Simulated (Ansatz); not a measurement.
Si3Pt⁺ (the lowest doublet isomer of a short search) was relaxed with B3LYP-D4 (def2-SVP) in Ansatz in these states: charge +1 doublet, charge +1 quartet. The geometries follow in no particular order.

In the def2 sets Pt takes a core potential; there is no spin–orbit coupling.

A:

```xyz
4

Pt    0.276    1.164    0.427
Si   -1.179   -0.276    1.525
Si    1.179    0.283   -1.524
Si   -0.276   -1.171   -0.428
```

B:

```xyz
4

Pt    0.038   -1.795    0.247
Si   -0.984    0.099    0.925
Si    1.282   -0.040   -0.436
Si   -0.335    1.736   -0.736
```

Judge from the bond lengths which geometry belongs to which state (an estimate).

A is the charge +1 doublet (Pt1–Si4 2.547 Å, Si3–Si4 2.330 Å, Si2–Si4 2.331 Å); B is the charge +1 quartet (Pt1–Si4 3.684 Å, Si3–Si4 2.421 Å, Si2–Si4 2.421 Å).

At PBE0-D4/def2-TZVP a doublet lies 0.74 eV below the charge +1 quartet. These are the stationary points nearest to one start from a short search; other shapes may lie lower in each state.
